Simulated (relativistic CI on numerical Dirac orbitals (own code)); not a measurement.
# Mn²⁺ in a cubic cluster: 2p photoemission with charge transfer

Computed with a charge-transfer multiplet model of a cubic metal-ligand cluster with up to one ligand hole, Slater and spin-orbit integrals from Dirac-Coulomb-Breit ions, Slater integrals scaled by 0.9. The parameters are those of a tetrahedral site (10Dq negative, t2 hopping the larger). The ground state mixes d5 with configurations of k ligand holes L, whose averages lie at kΔ + k(k − 1)U_dd/2; a core hole lowers each added d electron by U_cd. 300 K, Lorentzian 0.6 eV and Gaussian 0.8 eV FWHM.

Atomic integrals in eV (Slater integrals scaled, ζ unscaled), ground: F2dd 9.229, F4dd 5.732, zeta_d 0.037; with the core hole: F2dd 10.932, F4dd 6.843, zeta_d 0.060, zeta_core 6.788, F2cd 6.321, G1cd 4.735, G3cd 2.690.

Cluster parameters (eV): Δ = 4, U_dd = 5.8, U_cd = 6.8, 10Dq(ligand) = 0, V(eg) = 1.15, V(t2g) = -1.95, final-state hopping factor = 1.

```json
{"Case": "10Dq = -1.35 eV", "n_d": "5.17", "d5": "0.83", "d6L": "0.17", "S": "2.50"}
{"Case": "10Dq = -0.75 eV", "n_d": "5.17", "d5": "0.83", "d6L": "0.17", "S": "2.50"}
{"Case": "10Dq = -0.45 eV", "n_d": "5.17", "d5": "0.83", "d6L": "0.17", "S": "2.50"}
```

Weights, n_d and S are thermal averages at 300 K. Binding energies count from the first peak over 30 % of the highest in each spectrum, which can be another peak from case to case. The parameters are a model scan and need not match a compound or its usual spin state. Peaks in eV (height, largest 100):
- 10Dq = -1.35 eV: 0.0 (100), 1.0 (82), 4.0 (21), 7.6 (22), 12.1 (44), 13.2 (41), 19.8 (7), 20.9 (7)
- 10Dq = -0.75 eV: 0.0 (100), 1.1 (84), 7.6 (22), 12.2 (45), 13.3 (42), 19.8 (7), 20.9 (7)
- 10Dq = -0.45 eV: 0.0 (100), 1.1 (84), 7.6 (23), 12.2 (46), 13.3 (43), 19.8 (7), 20.9 (7)

For the case 10Dq = -0.45 eV, Δ = 4 eV is smaller than U_dd = 5.8 eV, the charge-transfer side of the Zaanen-Sawatzky-Allen scheme. With the core hole the average of the configuration with one ligand hole lies at Δ − U_cd = -2.8 eV before mixing: the effective hopping of about 3.7 eV (from the holes of the mixed ground state) is comparable with this gap or larger, so the configurations mix strongly.

With at most 1 ligand hole the space is cut while the next configuration still counts, so covalency is underestimated, and a final configuration with one more ligand hole, which can lie low, is missing from the spectra.
